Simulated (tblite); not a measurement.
C4H12O2Si3.
Atom-mapped SMILES: `[CH:1]#[C:2][CH2:3][SiH2:4][O:5][Si@@H:6]([CH3:7])[O:8][SiH3:9]` (hydrogens: H10 on C1; H11, H12 on C3; H13, H14 on Si4; H15 on Si6; H16, H17, H18 on C7; H19, H20, H21 on Si9)

Cartesian coordinates in Å at the GFN2-xTB level; atoms count from 1:
```xyz
21
C4H12O2Si3 angstrom
C      0.786   -2.291    0.230
C      1.475   -1.426   -0.230
C      2.280   -0.367   -0.785
Si     1.276    0.739   -1.982
O     -0.050    1.312   -1.257
Si    -1.363    1.175   -0.308
C     -2.372   -0.339   -0.823
O     -0.910    1.054    1.240
Si    -0.206    0.454    2.569
H      0.207   -3.062    0.643
H      3.137   -0.805   -1.301
H      2.667    0.238    0.038
H      2.050    1.929   -2.332
H      0.847   -0.039   -3.146
H     -2.010    2.476   -0.415
H     -1.790   -1.249   -0.700
H     -3.273   -0.436   -0.226
H     -2.670   -0.276   -1.865
H      1.242    0.412    2.373
H     -0.587    1.399    3.618
H     -0.745   -0.882    2.815
```

Calculated harmonic vibrations of the isolated species, GFN2-xTB (tblite), most abundant isotopes, no scaling. This tight-binding method is rough: wavenumbers can miss measured ones by several per cent, in bad cases by 10 to 20. Modes of hydrogen on silicon can be 10 to 20 % off. One conformer, not necessarily the lowest.

Harmonic wavenumbers (cm⁻¹): 29.6, 41.4, 45.7, 54.0, 67.2, 78.7, 86.0, 106.5, 121.5, 191.8, 197.7, 237.5, 287.8, 295.7, 371.2, 496.5, 511.3, 579.9, 595.9, 610.4, 616.1, 622.1, 628.2, 646.6, 685.7, 699.8, 747.0, 760.0, 769.8, 775.5, 780.8, 796.3, 815.0, 831.6, 849.9, 1015.3, 1065.4, 1111.1, 1117.4, 1206.8, 1371.3, 1432.4, 1479.8, 1484.6, 2237.2, 2250.1, 2251.5, 2259.6, 2275.3, 2287.0, 2305.4, 2947.0, 2966.3, 3028.1, 3047.5, 3050.7, 3397.4.

A = 1086, B = 808.9, C = 635.8 MHz; mass 176.015 u (most abundant isotopes); point group C1, symmetry number 1.

Question: Zero-point energy?

Answer: ½Σν̃ = 30809 cm⁻¹ = 368.56 kJ/mol.

Question: Give the ideal-gas entropy at 350 K and 1 bar in the rigid-rotor, harmonic-oscillator model (classical rotation).

Answer: Translation 176.67, rotation 130.58, vibration 269.71: S = 577.0 J/(mol K).

Question: And Cp and H(350 K) − H(0)?

Answer: Cp = 254.49 J/(mol K), of which vibrations give 221.23 (their classical limit is 57 R = 473.9); H(350 K) − H(0) = 55.64 kJ/mol without the zero-point energy, 44.00 from vibrations.

Question: Which modes carry the vibrational entropy at 350 K?

Answer: 29.6 cm⁻¹: 25.83; 41.4 cm⁻¹: 23.05; 45.7 cm⁻¹: 22.23; 54.0 cm⁻¹: 20.85; 67.2 cm⁻¹: 19.04; 78.7 cm⁻¹: 17.73 J/(mol K); the other 51 give 140.98 together.

Question: Blend soft modes into free rotors: weight 1/[1 + (100 cm⁻¹/ν̃)⁴] for the oscillator and the rest for a rotor with moment μB/(μ + B), μ = h/(8π²ν), B = 10⁻⁴⁴ kg m². What vibrational entropy results?

Answer: 232.30 J/(mol K) in place of 269.71, which changes −T·S at 350 K by +13.09 kJ/mol.

Question: What must be added to the electronic energy to get the Gibbs energy at 350 K and 1 bar?

Answer: ZPE + [H(350 K) − H(0)] − T·S = 368.56 + 55.64 − 201.94 = 222.26 kJ/mol.

Hindered rotation and anharmonicity are outside this model. Other conformers, if any are populated, would add a mixing term that is left out. The structure is chiral; the term R ln 2 for an equal mix with its mirror image is left out.
